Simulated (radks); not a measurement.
All-electron atom: Cs+ in [Xe] (the NIST ground configuration). Calculated with a radial shooting solver on a logarithmic mesh with Libxc functionals: Dirac Kohn-Sham, LDA (Slater exchange, Perdew-Wang correlation), spin-unpolarised, spherical densities, finite nucleus; Fermi nuclear charge, rms radius 4.8041 fm.

Normalised radial functions P(r) = r R(r) (large component), r in bohr:

r	5s1/2	4f5/2
0.00261	0.0621	0.0000
0.003681	0.0797	0.0000
0.005234	0.0997	0.0000
0.007383	0.1185	0.0000
0.0105	0.1313	0.0000
0.01481	0.1282	0.0000
0.02106	0.0956	0.0000
0.0297	0.0240	0.0000
0.04223	-0.0857	0.0001
0.05957	-0.1886	0.0002
0.08471	-0.2026	0.0005
0.1195	-0.0499	0.0015
0.1699	0.2139	0.0036
0.2397	0.3062	0.0077
0.3408	-0.0016	0.0143
0.4807	-0.4210	0.0219
0.6835	-0.3271	0.0283
0.9641	0.3301	0.0315
1.371	0.8568	0.0328
1.949	0.7656	0.0362
2.75	0.3694	0.0465
3.91	0.0911	0.0700
5.515	0.0104	0.1102
7.841	0.0004	0.1718
11.06	0.0000	0.2389
15.73	0.0000	0.2592
22.19	0.0000	0.1811
31.55	0.0000	0.0634
44.5	0.0000	0.0087

5s1/2: eigenvalue -32.141 eV, 4 radial nodes at r = 0.0323, 0.128, 0.340, 0.825 bohr, <r> = 1.73 bohr, 90 % of the charge inside 2.51 bohr. 4f5/2 (empty): eigenvalue -0.892 eV, 0 radial nodes, <r> = 16.1 bohr, 90 % of the charge inside 24.0 bohr.
